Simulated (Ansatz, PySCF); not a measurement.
Gas-phase reaction in SMILES: C[SiH](C)[SiH3] -> C[SiH](C)[SiH2] + H atom (the H-Si bond at the site shown breaks; other sites are not compared here)
Each molecule is optimised on its own at B3LYP-D3(BJ)/def2-TZVP (Ansatz, a program for electronic structure), one conformer each, not searched for the lowest. Frequencies are from Ansatz or PySCF.

Property: bond dissociation energy (enthalpy at 298 K, with B3LYP-D3(BJ) rigid-rotor harmonic-oscillator terms), in kcal/mol. Cores are frozen in the correlated levels unless marked. Open shells are spin-unrestricted. Spin-orbit coupling is left out. No relativistic terms. CBS(X,Y): correlation extrapolated as X^-3; Hartree-Fock from the larger set.

| level | program | bond dissociation energy (kcal/mol) |
|---|---|---|
| HSE06-D3(BJ)/def2-TZVPD | Ansatz + dftd3 | 83.9 |
| B2GP-PLYP/def2-TZVPD | Ansatz | … |
| PBE-QIDH/def2-TZVPD | Ansatz | 84.8 |
| CCSD(T)/CBS(cc-pV(T+d)Z,cc-pV(Q+d)Z) | Ansatz | … |

Task: Some entries are withheld; supply them.

Result: 
- B2GP-PLYP/def2-TZVPD, bond dissociation energy (kcal/mol): 86.4
- CCSD(T)/CBS(cc-pV(T+d)Z,cc-pV(Q+d)Z), bond dissociation energy (kcal/mol): 88.7
